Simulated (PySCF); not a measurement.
System (SMILES): FSF.
Geometry (B3LYP-D3(BJ)/def2-TZVP, fixed):
```xyz
3

F     -1.2130    -0.5047     0.0161
S     -0.0057     0.5532     0.0075
F      1.2232    -0.4788    -0.0294
```
Charge 0, spin multiplicity 1.

How fast the isotropic shielding of F1 converges with the basis for several methods (PySCF): deviation from each method's own reference, in ppm. References: HF 398.52 ppm, the value in pcSseg-3; PBE 311.75 ppm, the value in pcSseg-3; PBE0 343.23 ppm, the value in pcSseg-3. All functions are spherical. No added dispersion term, no relativity. GIAO; atoms are numbered in the order shown.

| basis | functions | HF | PBE | PBE0 |
|---|---|---|---|---|
| STO-3G | 19 | 113.40 | 97.88 | 103.73 |
| def2-SV(P) | 46 | 33.68 | 29.33 | 30.45 |
| cc-pV(D+d)Z | 51 | 25.08 | 20.08 | 21.36 |
| pcSseg-2 | 115 | 8.45 | 8.18 | 8.12 |
| 6-311++G(3df,3pd) | 125 | 2.14 | 4.18 | 3.63 |
| def2-TZVPPD | 131 | -2.20 | 0.41 | -0.50 |
| aug-pcseg-2 | 142 | -0.61 | 0.65 | 0.25 |
| pcSseg-3 | 220 | 0.00 | 0.00 | 0.00 |

Mean absolute deviation over pcSseg-2, 6-311++G(3df,3pd), def2-TZVPPD, aug-pcseg-2: PBE0 3.13, HF 3.35, PBE 3.36 ppm.
